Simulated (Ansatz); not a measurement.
N-butylpyridinium tetrafluoroborate (C9H14BF4N), 29 atoms. Hardware: 4 threads of Arm Neoverse N1 on a shared host.

Correlated methods freeze 15 core orbitals.

**Question.** How many basis functions does each of these Ansatz runs have, and roughly what does it cost? MP2/def2-SVP, charge 0 singlet, energy, from earlier orbitals; PBE-D4/def2-SVP, charge 0 singlet, energy, from earlier orbitals; r2SCAN-D4/def2-SVP, charge 0 singlet, relaxation, 5 steps; PBE-D4/def2-SVP, charge -1 doublet at the geometry of the charge 0 singlet, energy, from earlier orbitals; PBE0-D4/def2-SVP, charge 0 singlet, energy, from earlier orbitals; HF/STO-3G, charge 0 singlet, energy; PBE0-D4/def2-SVP, charge -1 doublet, energy, from earlier orbitals; PBE-D4/def2-TZVP, charge 0 singlet, energy and forces, from earlier orbitals; PBE0-D4/def2-TZVP, charge 0 singlet, energy, from earlier orbitals; PBE-D4/def2-SVP, charge 0 triplet at the geometry of the charge 0 singlet, energy, from earlier orbitals; PBE0-D4/def2-SVP, charge -1 doublet at the geometry of the charge 0 singlet, energy; r2SCAN-D4/def2-SVP, charge -1 doublet, relaxation, 9 steps.

**Answer.** Other jobs shared the machine, so times can vary by a factor of up to 3. A dash marks memory too small to be measured apart from the calling script's.

| run | functions | fitting or Cholesky vectors | wall time | peak host memory (GiB) |
| --- | --- | --- | --- | --- |
| HF/STO-3G, charge 0 singlet, energy | 89 | 1286 | 1.9 s | – |
| PBE-D4/def2-SVP, charge 0 singlet, energy, from earlier orbitals | 280 | 3152 | 10 s | 0.57 |
| PBE-D4/def2-SVP, charge -1 doublet at the geometry of the charge 0 singlet, energy, from earlier orbitals | 280 | 3152 | 21 s | 0.67 |
| PBE0-D4/def2-SVP, charge 0 singlet, energy, from earlier orbitals | 280 | 3152 | 21 s | 1.8 |
| MP2/def2-SVP, charge 0 singlet, energy, from earlier orbitals | 280 | 2832 | 24 s | 1.2 |
| PBE-D4/def2-TZVP, charge 0 singlet, energy and forces, from earlier orbitals | 549 | 3184 | 29 s | 1.7 |
| PBE0-D4/def2-SVP, charge -1 doublet, energy, from earlier orbitals | 280 | 2834 | 29 s | 1.6 |
| PBE0-D4/def2-SVP, charge -1 doublet at the geometry of the charge 0 singlet, energy | 280 | 2832 | 35 s | 1.8 |
| PBE-D4/def2-SVP, charge 0 triplet at the geometry of the charge 0 singlet, energy, from earlier orbitals | 280 | 3152 | 61 s | 1.5 |
| r2SCAN-D4/def2-SVP, charge 0 singlet, relaxation, 5 steps | 280 | 3152 | 74 s | 0.59 |
| PBE0-D4/def2-TZVP, charge 0 singlet, energy, from earlier orbitals | 549 | 3184 | 76 s | 3.5 |
| r2SCAN-D4/def2-SVP, charge -1 doublet, relaxation, 9 steps | 280 | 3152 | 3.6 min | 0.64 |
